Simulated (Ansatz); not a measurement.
p-cresol (C₇H₈O), singlet, geometry from GFN2-xTB, with bond 16-8 at 1.25 times its length; PBE0/STO-3G (Ansatz, a program for electronic structure).

Ansatz was given this input:
Ansatz 0.2 input:
```yaml
crystal:
  periodic: [false, false, false]
  atoms:
    - {symbol: C, position_ang: [-2.83485466, 0.11645217, 0.39917449]}
    - {symbol: C, position_ang: [-1.35119902, 0.04253937, 0.19543320]}
    - {symbol: C, position_ang: [-0.48079655, 0.69822704, 1.05464705]}
    - {symbol: C, position_ang: [0.88746555, 0.65034956, 0.85778854]}
    - {symbol: C, position_ang: [1.41233797, -0.06087735, -0.21302987]}
    - {symbol: O, position_ang: [2.75310773, -0.13806513, -0.44684273]}
    - {symbol: C, position_ang: [0.54999479, -0.72197732, -1.08106165]}
    - {symbol: C, position_ang: [-0.81332749, -0.66596930, -0.87292005]}
    - {symbol: H, position_ang: [-3.32025483, -0.78818912, 0.04028342]}
    - {symbol: H, position_ang: [-3.07584159, 0.25269851, 1.45093519]}
    - {symbol: H, position_ang: [-3.24713136, 0.96147983, -0.15374877]}
    - {symbol: H, position_ang: [-0.87489984, 1.25504510, 1.89283045]}
    - {symbol: H, position_ang: [1.55226643, 1.16616706, 1.53910024]}
    - {symbol: H, position_ang: [3.22889816, 0.36194627, 0.22698678]}
    - {symbol: H, position_ang: [0.96800090, -1.27300046, -1.90846528]}
    - {symbol: H, position_ang: [-1.63869722, -1.31362159, -1.72348317]}
basis:
  gaussian:
    orbitals: STO-3G
hamiltonian:
  xc: pbe0
```

Q: Write the output that Ansatz gives for this input, abridged.

A: 
```
Functional definition: PBE0
683 factors; integrals over basis functions are off by at most 4.1e-5 eV
mean field evaluation 1: about -9306.7974 eV, gradient 1.4e1 eV
mean field evaluation 2: about -9306.9296 eV, gradient 1.4e1 eV
mean field evaluation 4: about -9307.4324 eV, gradient 1.0e0 eV
mean field evaluation 8: about -9307.3300 eV, gradient 3.4e-2 eV
mean field -9307.33002771 eV, -342.0380697834 hartree, gradient 3.6e-5 eV, S^2 0.000000; 0 other end points of the search recorded, 0 dependent functions left out
reference -9307.33004911 eV, -342.0380705699 hartree; 29, 29 occupied and 19, 19 virtual orbitals, 683 factors
Total energy: -9307.33004911 eV, -342.0380705699 hartree
```
